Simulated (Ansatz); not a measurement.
Compare A (`C#C[SiH2]O`) with its isomer B (`O=C=C[SiH3]`).

Isolated molecules relaxed with PBE0-D4/def2-TZVP in Ansatz; ΔE leaves out vibrations. CBS: MP2 limit from def2 TZ/QZ plus the TZ coupled-cluster correction, frozen cores. Functionals use def2-TZVPP. B3LYP here is the variant with VWN-RPA as its local correlation; programs differ in this. Each species was taken in one conformer, which may not be the lowest.

A:

```xyz
8

C    -0.968   -1.442   -1.286
C    -0.295   -0.649   -0.673
Si    0.706    0.568    0.252
O     0.137    0.773    1.778
H    -1.559   -2.145   -1.827
H     0.679    1.834   -0.524
H     2.091    0.072    0.395
H    -0.791    0.990    1.884
```

B:

```xyz
8

O    -2.256   -0.313    1.512
C    -1.478    0.150    0.795
C    -0.573    0.640   -0.011
Si    0.957   -0.323   -0.391
H    -0.765    1.620   -0.433
H     1.058   -0.596   -1.848
H     2.169    0.429    0.023
H     0.888   -1.606    0.353
```

Task: Which is lower in electronic energy at CCSD(T)/CBS, and by how much? (Estimate.)

Result: The calculation gave: A, by 14.7 kcal/mol.

Task: Give E(B) − E(A) in kcal/mol with HF/def2-TZVPP, LDA (SPW92), BLYP-D4, MP2/def2-TZVPP, B3LYP-D4, B2PLYP, ωB97M-V. (Best estimate.)

Result: Ansatz gave: HF/def2-TZVPP 12.4, LDA (SPW92) 1.3, BLYP-D4 5.3, MP2/def2-TZVPP 13.9, B3LYP-D4 7.3, B2PLYP 10.2, ωB97M-V 9.4. None reverses the order clearly.

Task: Does the order hold for the free energy at 298.15 K (harmonic terms from PBE0-D4)? (Estimate.)

Result: Computed: Yes: G(B) − G(A) = +13.6 kcal/mol, for one conformer each.

Largest T1 diagnostic: 0.016.

From r2SCAN to r2SCAN0 (25 % exact exchange), in def2-TZVPP and without D4, E(B) − E(A) moves by +2.0 kcal/mol. At CCSD(T), def2-SVP lies −12.3 kcal/mol from the extrapolated value and def2-TZVPP −2.3 kcal/mol.
